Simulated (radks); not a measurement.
The numbers below are computed, except where a source is named.
The oxygen anion O- inside a hard spherical wall (all orbitals vanish at R), configuration held at [He] 2s2 2p5 and not refilled when levels cross. Level of theory: non-relativistic Kohn-Sham, r2SCAN, spin-polarised, spherical densities, point nucleus; open shells are filled with parallel spins first; meta-GGA in the generalised Kohn-Sham scheme (a radial shooting solver on a logarithmic mesh with Libxc functionals). Eigenvalues in eV for spin up, with the zero of energy where the potential of the charges vanishes at infinity; a dash marks a level that is unbound or too diffuse for the functional's potential to be trusted. A positive occupied level is held by the wall or, in an anion where self-interaction has pushed it up, behind a barrier. The pressure on the wall is -dE/dV.

| R (bohr) | E (hartree) | kinetic (hartree) | e(1s) | e(2s) | e(2p) | e(3s, empty) | e(3p, empty) | pressure (GPa) |
|---|---|---|---|---|---|---|---|---|
| 20 | -75.09844 | 74.879 | -508.67 | -15.813 | -0.215 | - | - | 0.00190 |
| 12 | -75.09646 | 74.872 | -507.80 | -14.912 | 0.632 | 4.302 | 5.007 | 0.00557 |
| 10 | -75.09546 | 74.874 | -507.58 | -14.693 | 0.835 | 5.295 | 6.401 | 0.0175 |
| 8 | -75.09265 | 74.883 | -507.20 | -14.333 | 1.168 | 7.024 | 8.897 | 0.0927 |
| 6 | -75.07977 | 74.933 | -506.17 | -13.483 | 1.985 | 10.882 | 14.287 | 0.923 |
| 4 | -74.96728 | 75.374 | -501.57 | -10.304 | 5.358 | 24.575 | 30.594 | 23.6 |
| 3.5 | -74.84678 | 75.826 | -498.17 | -8.153 | 7.779 | 33.782 | 40.347 | 66.7 |
| 2 | -72.01301 | 84.122 | -458.99 | 19.096 | 37.721 | 144.45 | 142.06 | 3640 |
